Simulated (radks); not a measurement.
Task: These are the eigenvalues of the occupied orbitals of an atom or ion with whole-number occupations (eV). Calculated with a radial shooting solver on a logarithmic mesh with Libxc functionals: Dirac Kohn-Sham, PBE, spin-unpolarised, spherical densities, finite nucleus; Fermi nuclear charge, rms radius of each element as measured or else 0.836 A^(1/3) + 0.57 fm.

orbital  eigenvalue
1s1/2     -1304.484
2s1/2     -117.0574
2p1/2      -84.4234
2p3/2      -84.1026
3p1/2      -17.4668

Which element is it, and in what charge state? The configuration may be excited. Open shells, if any, fill j = l - 1/2 first.

Result: Z = 12, magnesium, charge +2: Mg2+ in [He] 2s2 2p5 3p1. The list shows which subshells hold electrons but not how many an open one holds; the 1s level, -47.939 hartree, gives Z - s = 9.8 by -(Z - s)^2/2, which with screening and relativity narrows Z to a few neighbours, and the depths of the outer levels then fix element, charge and occupations together.
